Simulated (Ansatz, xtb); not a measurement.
## Relative energy of two structures of BCuFGeH2In

Structure X is a singlet given by its coordinates and structure Y is a singlet given by its coordinates. Both are isolated molecules in the gas phase, relaxed with B3LYP-D3(BJ)/def2-SVP.

X (Å):

| atom | x (Å) | y (Å) | z (Å) |
| --- | --- | --- | --- |
| B | -1.1521 | -1.6763 | 0.5287 |
| Cu | -2.3831 | -0.2872 | -0.3970 |
| F | -3.2985 | 1.2194 | -1.1817 |
| Ge | 0.0789 | -0.5011 | -0.3911 |
| In | -1.6291 | 2.5886 | -0.7775 |
| H | -1.6590 | -2.6619 | 0.9950 |
| H | -0.4721 | -0.9591 | 1.3812 |

Close contacts (Å): B1–Cu2 2.07, B1–Ge4 1.93, Cu2–F3 1.93, Cu2–Ge4 2.47, Cu2–In5 3.00, F3–In5 2.20, B1–H6 1.20, B1–H7 1.31, Ge4–H7 1.91.

Y (Å):

```xyz
7

B    -0.8787    0.5908   -0.2644
Cu   -0.1537    0.0702    1.7333
F    -2.9412   -1.3371    0.6304
Ge   -1.0725   -1.4560    0.0048
In   -3.0062    0.5095    1.8987
H    -1.7668    1.4370   -0.2445
H     0.1840    0.9972   -0.7048
```

Close contacts (Å): B1–Cu2 2.19, B1–Ge4 2.07, Cu2–Ge4 2.48, Cu2–In5 2.89, F3–Ge4 1.97, F3–In5 2.24, B1–H6 1.23, B1–H7 1.22.

**Question.** Estimate which is lower in electronic energy at CCSD(T)/def2-SVP + ΔMP2/def2-TZVPP, and by roughly how much.

**Answer.** The CCSD(T)/def2-SVP + ΔMP2/def2-TZVPP calculation puts structure X lower, by 9.3 kJ/mol.

The same difference at several levels:

```csv
level,geometry,E(Y) − E(X) (kJ/mol),departure from the last row (kJ/mol),"job, with rough time for the two"
B3LYP-D3(BJ)/def2-SVP,B3LYP-D3(BJ)/def2-SVP,+7.3,−2.0,"optimisation, 99 s"
HF/def2-SVP,B3LYP-D3(BJ)/def2-SVP,+3.2,−6.1,part of the CCSD(T) run
MP2/def2-SVP,B3LYP-D3(BJ)/def2-SVP,+41.1,+31.8,part of the CCSD(T) run
CCSD(T)/def2-SVP,B3LYP-D3(BJ)/def2-SVP,+27.1,+17.8,single point
CCSD(T)/def2-SVP + ΔMP2/def2-TZVPP,B3LYP-D3(BJ)/def2-SVP,+9.3,,"single point, 1.8 min"
```

None of the levels shown reverses the order. The largest departure from CCSD(T)/def2-SVP + ΔMP2/def2-TZVPP is that of MP2/def2-SVP, 31.8 kJ/mol. Levels run at GFN2-xTB geometries aren't shown. The last row adds to CCSD(T) the change of the MP2 difference between the two basis sets, here −17.8 kJ/mol, a large step that makes the value less sure.

With harmonic frequencies from B3LYP-D3(BJ)/def2-SVP (ideal gas, rigid rotor, one conformer each, 298.15 K, 1 atm): on the last row, ΔE + ΔZPE = +10.3 kJ/mol. A mode under 50 cm⁻¹ makes harmonic enthalpies and free energies unreliable, so none is given.

The T1 diagnostic of structure X is large, so the coupled-cluster value is less sure. The correlated steps freeze 20 core orbitals; the filled d shell of Ge and In is correlated; the last core shell of Cu is correlated, in a basis made for valence electrons. Atoms past krypton carry core potentials in the def2 sets and no spin–orbit term is included. Programs: Ansatz 0.2.0; the last row on 2 threads of Intel(R) Xeon(R) 6975P-C (Granite Rapids) on a shared host.
